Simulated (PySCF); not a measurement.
These 2 structures share the formula Ge2H9NSi. Level of theory: PBE0-D3(BJ)/def2-SVP geometry optimisation, gas phase (PySCF 2.14.0). One conformer each; no zero-point energy, no entropy. No frequencies were run at this level. Point groups hold within 0.08 Å.

Question: Rank from lowest to highest electronic energy at this level (kJ/mol).
A. `[SiH3:1][NH:2][GeH2:3][GeH3:4]` with Si1–N2–Ge3–Ge4 -23°
B. `[NH2:1][GeH2:2][GeH2:3][SiH3:4]` with H–N1–Ge2–Ge3 62° and -173°, N1–Ge2–Ge3–Si4 24°

Answer: A (0.0), B (19.2).

| SMILES | E (Eh) | E rel (kJ/mol) | dipole (D) | point group | A, B, C (MHz) |
| --- | --- | --- | --- | --- | --- |
| [SiH3][NH][GeH2][GeH3] | -4502.31820 | 0.0 | 0.89 | C1 | 2528, 1181, 832.1 |
| [NH2][GeH2][GeH2][SiH3] | -4502.31089 | 19.2 | 1.39 | C1 | 3034, 1204, 908.1 |
